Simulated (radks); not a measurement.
Excited configurations of Ir+: one electron is placed in a higher orbital outside [Xe] 4f14 5d7. The ground configuration is [Xe] 4f14 5d7 6s1. Method: scalar-relativistic Kohn-Sham, PBE, spin-polarised, spherical densities, finite nucleus; open shells are filled with parallel spins first (spin-orbit coupling, left out, can overturn this in heavy ions); Fermi nuclear charge, rms radius 5.4032 fm; computed with a radial shooting solver on a logarithmic mesh with Libxc functionals. Excitation = E - E(ground); binding = E(ion) - E, where the ion is the core of charge +2; n* = 2/sqrt(2 binding) in atomic units, and the quantum defect is n - n*.

| outer orbital | excitation (eV) | binding (eV) | n* | quantum defect | eigenvalue (eV) | <r> (bohr) |
|---|---|---|---|---|---|---|
| 6p | 6.703 | 11.434 | 2.182 | 3.818 | -8.521 | 3.497 |
| 6d | 12.401 | 5.737 | 3.080 | 2.920 | -4.227 | 6.015 |
| 6f | 15.603 | 2.534 | 4.634 | 1.366 | -1.906 | 13.91 |
| 7s | 11.071 | 7.067 | 2.775 | 4.225 | -5.660 | 6.129 |
| 7p | 12.721 | 5.416 | 3.170 | 3.830 | -4.286 | 7.565 |
| 7d | 14.667 | 3.471 | 3.960 | 3.040 | -2.693 | 11.10 |
| 7f | 16.316 | 1.821 | 5.467 | 1.533 | -1.434 | 20.91 |

The Delta-SCF ionisation energy is 18.137 eV (NIST Atomic Spectra Database: 17.0 eV, semi-empirical). Self-interaction in the functional shifts the binding energies and quantum defects, so they are the method's values and not measured ones. Open shells are spherical and high-spin; term and fine-structure splittings are not resolved. Spin-orbit splitting is averaged out at the scalar-relativistic level.
